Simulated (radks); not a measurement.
Values are calculated unless marked as measured or tabulated.
Zr XXXI, configuration [Ne].

Code: a radial shooting solver on a logarithmic mesh with Libxc functionals. Model: scalar-relativistic Kohn-Sham, SCAN, spin-polarised, spherical densities, finite nucleus; meta-GGA in the generalised Kohn-Sham scheme; Fermi nuclear charge, rms radius 4.2694 fm.

Energy parts (hartree):
| part | energy |
|---|---|
| total | -2919.36359 |
| kinetic | 3017.07047 |
| electron-nucleus | -6261.80178 |
| Hartree | 392.35504 |
| exchange-correlation | -66.98732 |

Orbitals (lengths in bohr, moments of r in powers of bohr; <r^-3> diverges for s and p1/2; r(90%) holds 90 % of the orbital's charge):
\begin{tabular}{lrrrrr}
orbital & occ. & eigenvalue (hartree) & <r^-3> & <1/r> & r(90%) \\ \hline
1s & 2 & -715.8643 & - & 41.27 & 0.0663 \\
2s & 2 & -147.0596 & - & 9.456 & 0.245 \\
2p & 6 & -137.7101 & 2245 & 9.181 & 0.224 \\
\end{tabular}

The highest occupied level is 2p at -3747.3 eV. Summed over all electrons, <r^2> = 0.2026 bohr^2, which gives a Langevin (diamagnetic) susceptibility term of -0.16 x 10^-6 cm^3/mol. The electron density at the nucleus is 7.496e+04 e/bohr^3 (large components only).
